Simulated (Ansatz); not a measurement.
Basis-set extrapolation for C$_{3}$H$_{10}$B$_{2}$, SMILES `BCCBC` (PBE0-D4/def2-TZVP geometry, frozen core, Ansatz). Multiplicity 1, RHF reference.

```tsv
	def2-TZVPP	def2-QZVPP
HF	-168.828531	-168.836778
MP2 correlation	-0.731706	-0.777165
CCSD(T) correlation	-0.823961	not run
```

Energies in hartree. Use E(X) = E(∞) + A·exp(−7.88·√X) for Hartree–Fock and E(X) = E(∞) + B·X^(−2.97) for correlation, with X = 3 and 4, and add CCSD(T) minus MP2 of the smaller set to the MP2 limit.

Task: What is the CCSD(T) energy at the basis-set limit?

Result: HF limit: -168.836778 + (-0.008247) × 0.13774 = -168.83791. MP2 limit: -0.777165 + (-0.045459) × 0.74074 = -0.81084. Higher-order term: -0.823961 − (-0.731706) = -0.09226. Total: -169.74101 hartree, 232.4 kJ/mol below CCSD(T)/def2-TZVPP.
